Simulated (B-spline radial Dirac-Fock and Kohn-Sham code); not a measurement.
Model: the Dirac equation of a negative muon with reduced mass in the field of a spherical finite nucleus, with the Uehling potential to all orders; nuclear polarisation, deformation, hyperfine structure, self-energy, higher-order vacuum polarisation, relativistic recoil and electron screening are left out. Program: a radial B-spline solver. The nuclear charge is a Fermi distribution (skin thickness 2.3 fm).

Task: A muonic atom of atomic mass 150.92 u emits these computed lines: 2p3/2 → 1s1/2 4821 keV, 3d5/2 → 2p3/2 1638 keV, 4f7/2 → 3d5/2 586.3 keV, 5g9/2 → 4f7/2 269.9 keV. Which element is it, and what rms charge radius was used?

Result: Terbium (Z = 65, nuclide ¹⁵¹Tb); the high transitions hardly feel the nucleus and fix Z. The 2p → 1s line lies 4799 keV below the value for a point nucleus without QED, which for this nuclear model gives a radius near 4.96 fm (4.963 fm was used).
